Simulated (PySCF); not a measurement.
C7H8N (doublet state).
Geometry (GFN2-xTB, Å), atoms numbered from 1 in this order:
```
atom  x, y, z in Å
N1     2.2062    0.1011    1.0637
C2     1.7945   -0.7961   -0.0107
C3     0.3754   -0.5967   -0.4247
C4    -0.2532   -0.0839   -1.5112
C5    -1.6381   -0.1507   -0.8964
C6    -2.0761    0.9555    0.0453
C7    -1.4261    0.4418    1.1138
C8    -0.8716   -0.6546    0.3377
H9     1.6156   -0.0469    1.8760
H10    2.0866    1.0665    0.7724
H11    2.4534   -0.6257   -0.8668
H12    1.9422   -1.8215    0.3436
H13    0.0905    0.3225   -2.4435
H14   -2.4023   -0.7206   -1.4097
H15   -2.6248    1.8611   -0.1311
H16   -1.2799    0.7571    2.1302
```

The hyperfine couplings belong to this conformer and change with its torsions.

Identity: `C1(=C[C@H]2[C]1C=C2)CN` [radical].

Level of theory: UKS B3LYP, pcH-1 on C H N, non-relativistic, mean-field spin-orbit, GIAO (PySCF 2.14.0). Geometry: GFN2-xTB, one conformer, isolated molecule. A GFN2-xTB geometry isn't a minimum of the functional, and hyperfine couplings can be far from their values at a DFT geometry.

Problem. What are Nα, Nβ and the exact ⟨S²⟩?

Solution. Nα = 29, Nβ = 28 (57 in all), and S(S+1) = 0.75 for S = 1/2.

Mulliken spin populations, one withheld:

```
atom          bound to  population
  N1       C2, H9, H10     -0.0026
  C2  N1, C3, H11, H12     +0.0076
  C3        C2, C4, C8     -0.1432
  C4       C3, C5, H13           ?
  C5   C4, C6, C8, H14     -0.0516
  C6       C5, C7, H15     +0.2972
  C7       C6, C8, H16     -0.1496
  C8        C7, C3, C5     +0.7617
  H9                N1     +0.0002
 H10                N1     +0.0002
 H11                C2     -0.0012
 H12                C2     -0.0001
 H13                C4     -0.0014
 H14                C5     +0.0052
 H15                C6     -0.0029
 H16                C7     +0.0046
```

Problem. What does C4 hold?

Solution. The populations add up to Nα − Nβ = 1, and the others sum to 0.7241, so C4 holds +0.276.

Problem. How is the spin shared among the elements?

Solution. Carbon +1.00, hydrogen 0.00, nitrogen 0.00. The positive populations sum to 1.35, the negative ones to -0.35.

Problem. The run gives ⟨S²⟩ = 0.7723. What does that say of the overlap of α and β orbitals, and of the weight of higher spin?

Solution. Σ|⟨iα|jβ⟩|² over occupied orbitals = Nβ − [⟨S²⟩ − S(S+1)] = 28 − 0.0223 = 27.9777. If the quartet state (S + 1) were the only admixture, its weight would be 0.0223/(2S + 2) = 0.74 %.

Problem. What Fermi-contact NMR shifts do the couplings of C2, C3, C4, C5, C6, C7, H9/H10 imply at 200 K (Curie law, g = gₑ)?

Solution. δ = a_FC·h·gₑ μB S(S+1)/(3 g_N μN kT), with k/h = 20836.6 MHz/K:

```csv
nuclei,isotope,a_FC (MHz),g_N,contact shift (ppm)
C2,13C,3.22,1.4048,+506
C3,13C,-18.90,1.4048,-2968
C4,13C,31.19,1.4048,+4897
C5,13C,-25.07,1.4048,-3936
C6,13C,33.84,1.4048,+5312
C7,13C,-23.18,1.4048,-3639
H9/H10,1H,0.50,5.5857,+20
```

The shifts go as 1/T: at 250 K they are 0.800 times these. Entries for several nuclei are means.

Nuclei that the bonding pattern makes equivalent are averaged, as if the motion that swaps them (rotation, inversion, ring flip) were fast.

The spin density at the nucleus, in bohr⁻³, is negative for C5 (-0.0223), C7 (-0.0206) and C3 (-0.0168), for instance. A restricted open-shell determinant has no negative spin density anywhere; here it arises because α and β orbitals differ (spin polarisation).
